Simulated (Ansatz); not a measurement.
Geometry optimisation, RKS PBE0-D4/def2-SVP in Ansatz 0.2.0.

The input (input.yaml):

```yaml
crystal:
  periodic: [false, false, false]
  atoms:
    - { symbol: "N", position_ang: [1.2356, 1.2264, 0.455] }
    - { symbol: Si, position_ang: [0.2992, -0.1248, 0.922] }
    - { symbol: C, position_ang: [-0.8534, -0.7891, -0.4748] }
    - { symbol: O, position_ang: [-1.4362, -1.7691, -0.2667] }
    - { symbol: O, position_ang: [-0.844, -0.1663, -1.6801] }
    - { symbol: H, position_ang: [0.5181, 1.9889, 0.1324] }
    - { symbol: H, position_ang: [1.7492, 1.0315, -0.3839] }
    - { symbol: H, position_ang: [1.3694, -1.0942, 1.3209] }
    - { symbol: H, position_ang: [-0.4724, 0.3222, 2.1524] }
    - { symbol: H, position_ang: [-0.20283, 0.52799, -1.54168] }
basis:
  gaussian: { orbitals: def2-SVP }
hamiltonian:
  xc: pbe0
  dispersion: d4
relax:
  f_tol: 0.015
  max_steps: 40
output:
  orbitals: {}
```

Run as:

```bash
$ ansatz run input.yaml --threads 2 --pin off --max-ram 3072MiB --backend cpu --events-out ev --progress --plain --runs-dir out
```

**Question.** Where does it end, and by what steps?

**Answer.** The forces met the threshold. After 13 steps the energy has fallen by 0.733 eV; N1 moved furthest, 0.49 Å.

```json
{"step": "0", "energy less start (eV)": "0.0000", "largest force component (eV/Å)": "3.380", "accepted": "yes"}
{"step": "1", "energy less start (eV)": "-0.4112", "largest force component (eV/Å)": "1.142", "accepted": "yes"}
{"step": "2", "energy less start (eV)": "-0.3791", "largest force component (eV/Å)": "2.651", "accepted": "no"}
{"step": "3", "energy less start (eV)": "-0.5095", "largest force component (eV/Å)": "0.997", "accepted": "yes"}
{"step": "4", "energy less start (eV)": "-0.5733", "largest force component (eV/Å)": "0.574", "accepted": "yes"}
{"step": "5", "energy less start (eV)": "-0.6217", "largest force component (eV/Å)": "0.754", "accepted": "yes"}
{"step": "6", "energy less start (eV)": "-0.6536", "largest force component (eV/Å)": "0.712", "accepted": "yes"}
{"step": "7", "energy less start (eV)": "-0.7116", "largest force component (eV/Å)": "0.348", "accepted": "yes"}
{"step": "8", "energy less start (eV)": "-0.7184", "largest force component (eV/Å)": "0.342", "accepted": "yes"}
{"step": "9", "energy less start (eV)": "-0.7199", "largest force component (eV/Å)": "0.507", "accepted": "yes"}
{"step": "10", "energy less start (eV)": "-0.7309", "largest force component (eV/Å)": "0.128", "accepted": "yes"}
{"step": "11", "energy less start (eV)": "-0.7319", "largest force component (eV/Å)": "0.089", "accepted": "yes"}
{"step": "12", "energy less start (eV)": "-0.7326", "largest force component (eV/Å)": "0.130", "accepted": "yes"}
{"step": "13", "energy less start (eV)": "-0.7329", "largest force component (eV/Å)": "0.014", "accepted": "yes"}
```

```xyz
10
Properties=species:S:1:pos:R:3
N 0.996 1.234 0.031
Si 0.294 -0.133 0.884
C -0.878 -0.908 -0.437
O -1.564 -1.879 -0.266
O -0.850 -0.235 -1.595
H 0.749 2.171 0.336
H 1.986 1.204 -0.195
H 1.340 -1.118 1.278
H -0.495 0.315 2.065
H -0.217 0.503 -1.467
```

Whether the end is a true minimum wasn't checked by a vibrational analysis.

Time of the run: 37 s on 2 threads of Arm Neoverse V1, with other jobs on the host, peak memory 0.2 GiB.
